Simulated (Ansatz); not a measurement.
Reaction (hydrogenolysis of the Si–O bond): `NCS[SiH2]O` + H₂ → `NCS[SiH3]` + H₂O

Gas-phase electronic energies from Ansatz, PBE0-D4/def2-TZVP geometries. CBS: MP2 limit from def2 TZ/QZ plus the TZ coupled-cluster correction, frozen cores. This one scheme is used for every species. DFT in def2-TZVPP. HSE06 is defined as in plane-wave codes. One conformer a species, not always the lowest.

| level | ΔE (kJ/mol) | difference from CCSD(T)/CBS |
| --- | --- | --- |
| B97M-V | 95.3 | 5.1 |
| PBE0-D4 | 87.9 | -2.3 |
| r2SCANh-D4 | 99.1 | 8.9 |
| HSE06-D4 | 87.9 | -2.3 |
| ωB97X-V | 91.2 | 1.0 |
| ωB97M-V | 93.4 | 3.2 |
| PBE0 | 85.2 | -5.0 |
| HSE06 | 85.3 | -4.9 |
| BHLYP | 89.7 | -0.5 |
| CAM-B3LYP | 91.9 | 1.7 |
| LC-ωPBE | 85.4 | -4.8 |
| HF/def2-TZVPP | 83.9 | -6.3 |
| MP2/def2-TZVPP | 97.0 | 6.8 |
| SCS-MP2/def2-TZVPP | 93.6 | 3.4 |
| HF/def2-QZVPP | 84.1 | -6.1 |
| HF/CBS(def2) | 84.1 | -6.1 |
| CCSD(T)/CBS | 90.2 | 0 |

Largest T1 diagnostic among the species: 0.011.

From r2SCAN to r2SCAN0 (25 % exact exchange), in def2-TZVPP and without D4, ΔE moves by −5.4 kJ/mol. Leaving LDA and LC-ωPBE aside and taking each functional with its dispersion term where it has one, the values, not all of them listed here, spread over 13.5 kJ/mol, from HSE06-D4 to r2SCAN-D4. LDA lies +5.2 kJ/mol from PBE without D4. The D4 term adds +4.9 kJ/mol with B3LYP and +2.7 kJ/mol with PBE0; it sums over pairs of atoms, weighted by their polarisabilities, and B3LYP, whose exchange is more repulsive, gets the larger term.

CCSD(T)/CBS has its own doubt, a few kJ/mol and more with outer-core shells, so smaller differences from it don't rank the levels.

B3LYP here is the variant with VWN-RPA as its local correlation; programs differ in this.
